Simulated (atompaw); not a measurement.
**What one change does to a pseudopotential (Au, PAW (atompaw))**

```json
{"Element": "Au", "Generator": "atompaw 4.2.0.5", "Type": "PAW", "Functional": "PBEsol", "Relativity": "scalar-relativistic", "Frozen core": "[Kr] 4d10 4f14 5s2", "Valence charge": "17", "Reference configuration": "5p6 5d9 6s0 6p0 (charge +2)", "Partial waves": "6s (bound, empty): rc 2.35 bohr; 6s channel at -0.05 Ry: rc 2.35 bohr; 5p (bound): rc 1.90 bohr; 6p (bound, empty): rc 2.35 bohr; 5d (bound): rc 1.95 bohr; 5d channel at 2.35 Ry: rc 2.35 bohr", "Local potential": "bessel scheme, radius 2.30 bohr", "Core correction": "smooth core density matched at 1.45 bohr", "Augmentation charge": "sinc compensation charge, radius 1.95 bohr; PAW radius 2.35 bohr; waves and projectors: custom polynom2 7 10 vanderbiltortho"}
```

Change: local potential bessel scheme, radius 1.72 bohr.

Cutoffs: the cutoffs (Ry, on a coarse ladder) from which the occupation-weighted sum of valence levels, in a spherical-Bessel basis at the reference potential, stays within 10 and 1 mRy of its value at 400 Ry; they do not see the model core or the augmentation charge, which bear on the density cutoff.

What does the change do?

The potential gets neither clearly harder nor softer (25 Ry and 80 Ry → 25 Ry and 80 Ry); the p channel sets the loose cutoff, while the largest relative change is in d, which becomes softer; the f channel binds one level more than in the base; the range in which the s phases agree narrows (upper end 3.3 → 0.4); neither file shows a bound ghost.

```csv
quantity,base,changed
"cutoff, loose",25 Ry,25 Ry
"cutoff, tight",80 Ry,80 Ry
loose cutoff by channel (10 mRy a level),"p 18 Ry, d 21 Ry","p 18 Ry, d 18 Ry"
bound ghosts,none,none
s: phases at 2.36 bohr within 0.05 rad from the reference energy up to (Ry; the scan ends near 5),3.3,0.4
p: phases at 2.36 bohr within 0.05 rad from the reference energy up to (Ry; the scan ends near 5),to the end of the scan,to the end of the scan
d: phases at 2.36 bohr within 0.05 rad from the reference energy up to (Ry; the scan ends near 5),to the end of the scan,to the end of the scan
lowest overlap eigenvalue by channel,"s 0.18, p 0.63, d 0.65","s 0.13, p 0.61, d 0.64"
```

 The cutoffs see the waves, projectors and local potential, not the compensation charge or the core.
